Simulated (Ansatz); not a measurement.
Two isomers of C2H6OSi: A = `CO[Si]C`, B = `OC1C[SiH2]1`.

Calculated with Ansatz (gas phase, PBE0-D4/def2-TZVP geometries, no zero-point term in ΔE). CBS: MP2 limit from def2 TZ/QZ plus the TZ coupled-cluster correction, frozen cores. DFT in def2-TZVPP. B3LYP here is the variant with VWN-RPA as its local correlation; programs differ in this. Each species was taken in one conformer, which may not be the lowest.

Q: Which isomer does CCSD(T)/CBS put lower? Give the gap. (Estimate.)

A: Computed: A, by 32.7 kcal/mol.

Q: Give E(B) − E(A) in kcal/mol with B2PLYP, PBE-D4, B3LYP-D4, LDA (SPW92), HF/def2-TZVPP, r2SCAN-D4, MP2/def2-TZVPP. (Estimate.)

A: Ansatz gave: B2PLYP 34.3, PBE-D4 29.7, B3LYP-D4 35.3, LDA (SPW92) 26.6, HF/def2-TZVPP 37.5, r2SCAN-D4 29.2, MP2/def2-TZVPP 31.2. None reverses the order clearly.

Q: Does the order hold for the free energy at 298.15 K (harmonic terms from PBE0-D4)? (An estimate is asked.)

A: Computed: Yes: G(B) − G(A) = +31.8 kcal/mol, for one conformer each. Modes under 60 cm⁻¹, often nearly free rotors, make the harmonic entropy too high.

Largest T1 diagnostic: 0.014.

Leaving LDA and LC-ωPBE aside and taking each functional with its dispersion term where it has one, the values, not all of them listed here, spread over 7.3 kcal/mol, from HSE06-D4 to BLYP-D4. LDA lies −2.9 kcal/mol from PBE without D4. From BLYP to BHLYP (50 % exact exchange), in def2-TZVPP and without D4, E(B) − E(A) moves by −0.8 kcal/mol.
